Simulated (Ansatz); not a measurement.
Species: C7H13 (charge 0, doublet). It need not be the lowest isomer of its formula. SMILES: [CH2]C/C=C(\C)CC
Geometry from a B3LYP-D3(BJ)/def2-TZVP (Ansatz, a program for electronic structure) optimisation:
```xyz
20

C      3.0404     0.8073    -0.1406
C      2.0751    -0.2109     0.3609
C      0.6802     0.3265     0.5146
C     -0.4135    -0.0096    -0.1725
C     -0.4451    -1.0364    -1.2706
C     -1.7361     0.6505     0.1323
C     -2.7966    -0.3131     0.6771
H      4.0967     0.7289     0.0783
H      2.7132     1.5815    -0.8209
H      2.4238    -0.5902     1.3293
H      2.0772    -1.0889    -0.2997
H      0.5794     1.0992     1.2723
H     -1.0037    -1.9254    -0.9654
H      0.5472    -1.3585    -1.5781
H     -0.9554    -0.6335    -2.1504
H     -1.5771     1.4558     0.8524
H     -2.1216     1.1171    -0.7819
H     -3.0421    -1.0941    -0.0442
H     -3.7196     0.2205     0.9110
H     -2.4446    -0.7980     1.5898
```
Charge 0, spin multiplicity 2.

Property: atomisation energy (electronic, to ground-state atoms), in kcal/mol. Correlated levels leave the core frozen unless marked. Open shells are spin-unrestricted. Spin-orbit coupling is left out. Non-relativistic. The coupled-cluster limit lacks core correlation, which all-electron functionals hold. CBS(X,Y): correlation extrapolated as X^-3; Hartree-Fock from the larger set. The bracket is a focal-point correction in the basis named.

```csv
level,program,atomisation energy (kcal/mol)
BLYP-D3(BJ)/def2-TZVPD,Ansatz + dftd3,1924.6
r2SCAN-D3(BJ)/def2-TZVPD,Ansatz + dftd3,1940.3
r2SCAN-D4/def2-TZVPD,Ansatz + dftd4,1939.9
B2GP-PLYP/def2-TZVPD,Ansatz,1906.0
RPA@PBE/cc-pVTZ,Ansatz,1810.1
```

Q: What does RI-MP2/CBS(cc-pVTZ,cc-pVQZ)+[CCSD(T)-MP2]/cc-pVTZ (Ansatz) give?

A: 1930.7 kcal/mol
